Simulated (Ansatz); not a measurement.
`[CH3][Al]([CH3])[SnH3]` and `[CH3][Al]([CH3])[SeH]` differ in one atom or group.

Ansatz, PBE0-D4/def2-TZVP geometries, multiplicity 1. Each molecule was computed in one conformer, which needn't be the lowest.

Elements past krypton have def2 core potentials. Scalar relativity is left out up to krypton.

```json
{"property": "LUMO energy (B3LYP/def2-TZVPP) / eV", "`[CH3][Al]([CH3])[SnH3]`": "-1.72"}
{"property": "LUMO energy (ωB97M-V/def2-TZVPP) / eV", "`[CH3][Al]([CH3])[SnH3]`": "0.07"}
{"property": "LUMO energy (PBE0/def2-TZVPP) / eV", "`[CH3][Al]([CH3])[SnH3]`": "-1.53"}
{"property": "HOMO energy (PBE/def2-TZVPP) / eV", "`[CH3][Al]([CH3])[SnH3]`": "-5.95"}
{"property": "LUMO energy (PBE/def2-TZVPP) / eV", "`[CH3][Al]([CH3])[SnH3]`": "-2.26"}
{"property": "size of the dipole moment (ωB97M-V/def2-TZVPP) / D", "`[CH3][Al]([CH3])[SnH3]`": "2.12"}
```

Question: What does the change do to each property? (An estimate is asked.)

Answer: Ansatz gave: 
```json
{"property": "LUMO energy (B3LYP/def2-TZVPP) / eV", "`[CH3][Al]([CH3])[SeH]`": "-0.75", "shift": "0.97"}
{"property": "LUMO energy (ωB97M-V/def2-TZVPP) / eV", "`[CH3][Al]([CH3])[SeH]`": "1.04", "shift": "0.97"}
{"property": "LUMO energy (PBE0/def2-TZVPP) / eV", "`[CH3][Al]([CH3])[SeH]`": "-0.56", "shift": "0.97"}
{"property": "HOMO energy (PBE/def2-TZVPP) / eV", "`[CH3][Al]([CH3])[SeH]`": "-5.97", "shift": "-0.02"}
{"property": "LUMO energy (PBE/def2-TZVPP) / eV", "`[CH3][Al]([CH3])[SeH]`": "-1.31", "shift": "0.95"}
{"property": "size of the dipole moment (ωB97M-V/def2-TZVPP) / D", "`[CH3][Al]([CH3])[SeH]`": "1.70", "shift": "-0.42"}
```

With PBE0 the HOMO falls by 0.11 eV and the LUMO rises by 0.97 eV, so the gap widens by about 1.08 eV. PBE moves the HOMO by -0.02 eV and ωB97M-V by -0.29 eV. Dipoles are sizes alone; their direction can turn.

B3LYP here is the variant with VWN-RPA as its local correlation; programs differ in this.

Spin–orbit coupling is left out; it splits and shifts lone-pair levels of the heavy atoms by tenths of an eV.
